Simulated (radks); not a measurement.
Spherical quantum dot in the effective-mass picture: electrons in a well V = -V0 / (1 + exp((r - R)/a)) with V0 = 22.4, R = 2.45, a = 0.23, with a point charge +1 (a donor) at the centre, all in effective atomic units (hartree* = m*/eps^2 hartree, bohr* = eps/m* bohr), one dielectric constant everywhere. Method: non-relativistic Kohn-Sham, exchange-only LDA, spin-polarised, spherical densities; computed with a radial shooting solver with Libxc functionals. Levels are named by radial order and angular momentum (1s, 1p, 1d, 2s, ...), and open shells are averaged over m. Results are scaled to m* = 0.114 and eps = 10.2, for which hartree* = 29.82 meV and bohr* = 4.735 nm.

N = 11, configuration 1s2 1p6 1d(up 3, down 0). This is the lowest configuration that the search found. Occupied and some empty levels:

| level | occupation | eigenvalue (meV) | <r> (nm) |
|---|---|---|---|
| 1s up | 1 | -463.45 | 5.559 |
| 1s down | 1 | -460.71 | 5.470 |
| 1p up | 3 | -435.74 | 6.781 |
| 1p down | 3 | -432.15 | 6.755 |
| 1d up | 3 | -402.55 | 7.413 |
| 1d down | 0 | -398.70 | 7.407 |
| 2s up | 0 | -392.34 | 5.497 |
| 2s down | 0 | -390.26 | 5.545 |
| 1f up | 0 | -362.64 | 7.884 |
| 1f down | 0 | -358.72 | 7.888 |
| 2p up | 0 | -333.49 | 6.370 |
| 2p down | 0 | -331.08 | 6.372 |

Energy (meV): total -5821.94, kinetic 551.88, external -7349.0, Hartree 1142.1, exchange-correlation -166.97.
